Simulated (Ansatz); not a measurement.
`O=C[SiH](O)CF` and `C[SiH](O)C=O` differ in one atom or group.

Ansatz, PBE0-D4/def2-TZVP geometries, multiplicity 1. Each molecule was computed in one conformer, which needn't be the lowest.

| property | `O=C[SiH](O)CF` |
| --- | --- |
| size of the dipole moment (B3LYP/def2-TZVPP) / D | 0.61 |
| HOMO energy (ωB97M-V/def2-TZVPP) / eV | -9.69 |
| HOMO–LUMO gap (PBE0/def2-TZVPP) / eV | 5.47 |
| LUMO energy (PBE0/def2-TZVPP) / eV | -1.90 |
| HOMO energy (B3LYP/def2-TZVPP) / eV | -7.18 |
| LUMO energy (ωB97M-V/def2-TZVPP) / eV | 0.38 |

What does the change do to each property? (Best estimate.)

Computed: 
```csv
property,`C[SiH](O)C=O`,shift
size of the dipole moment (B3LYP/def2-TZVPP) / D,2.24,1.63
HOMO energy (ωB97M-V/def2-TZVPP) / eV,-9.46,0.23
HOMO–LUMO gap (PBE0/def2-TZVPP) / eV,5.49,0.02
LUMO energy (PBE0/def2-TZVPP) / eV,-1.66,0.24
HOMO energy (B3LYP/def2-TZVPP) / eV,-6.95,0.23
LUMO energy (ωB97M-V/def2-TZVPP) / eV,0.62,0.24
```

Dipoles are sizes alone; their direction can turn.

B3LYP here is the variant with VWN-RPA as its local correlation; programs differ in this.
